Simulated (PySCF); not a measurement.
**Frontier orbitals and the lowest excitations**

Species: (Br2In-mu-SH)2.
Z-matrix (Å and degrees, PBE0-D3(BJ)/def2-SVP geometry), rows numbered from 1:
```
In
Br  1  2.4715
Br  1  2.4547  2  127.27
S   1  2.5799  2  107.78  3  -129.06
In  4  2.5756  1   85.85  2  -112.24
Br  5  2.4590  4  110.20  1  -111.15
Br  5  2.4681  4  105.68  1   108.75
S   1  2.5754  2  107.83  3   130.44
H   4  1.3553  1   93.81  2   -18.96
H   8  1.3555  1   93.20  2    19.37
```

The calculation used PySCF, TDDFT B3LYP/def2-SVPD, vertical, gas phase, core orbitals frozen in the response, def2 core potentials past Kr. Spin–orbit coupling is left out. Note that the optimisation stopped short of convergence; the values belong to its last geometry.

Kohn–Sham orbitals with the atoms that hold most of them (Löwdin shares over 4%, at most four atoms; ? is withheld):

| orbital | ε (eV) | atoms |
| --- | --- | --- |
| LUMO+2 | -1.34 | S4 19%, S8 18%, In5 12%, H9 11% |
| LUMO+1 | -2.90 | S8 17%, S4 17%, In1 13%, In5 12% |
| LUMO | ? | In5 16%, In1 15%, S8 12%, S4 12% |
| HOMO | -8.34 | ? |
| HOMO-1 | -8.39 | ? |
| HOMO-2 | -8.43 | Br7 56%, Br2 21%, Br6 9% |
| HOMO-3 | -8.44 | Br6 34%, Br2 31%, Br3 22%, Br7 5% |

(1) Give the leading atoms of the HOMO.

(2) Which atoms hold the HOMO-1, and with what shares?

(3) What is the LUMO energy, and the HOMO–LUMO gap?

Answers

(1) Br3 (bonded to In) 31%; Br7 (bonded to In) 19%; Br6 (bonded to In) 18%; Br2 (bonded to In) 11%.

(2) Br3 (bonded to In) 51%; Br6 (bonded to In) 30%; Br2 (bonded to In) 4%.

(3) ε(LUMO) = -3.07 eV; the gap is 5.27 eV (0.1935 hartree).

**Question.** The HOMO–LUMO gap is 5.27 eV. Where does the response calculation put the lowest singlet, and from which orbitals?

**Answer.** S1 is at 4.41 eV (f = 0.0000), 0.86 eV below the gap, made of HOMO→LUMO (86%). 

Next come S2 at 4.48 eV (f 0.0047), HOMO-1→LUMO (51%), HOMO-3→LUMO+1 (23%), HOMO-2→LUMO (21%); S3 at 4.50 eV (f 0.0015), HOMO-4→LUMO (66%), HOMO-5→LUMO+1 (18%); S4 at 4.50 eV (f 0.025), HOMO-3→LUMO (53%), HOMO-1→LUMO+1 (21%), HOMO-2→LUMO+1 (10%); S5 at 4.51 eV (f 0.0001), HOMO-5→LUMO (54%), HOMO-4→LUMO+1 (29%), HOMO-6→LUMO (13%).

Löwdin shares depend on the basis, the more so with diffuse functions.

One conformer stands for the species.
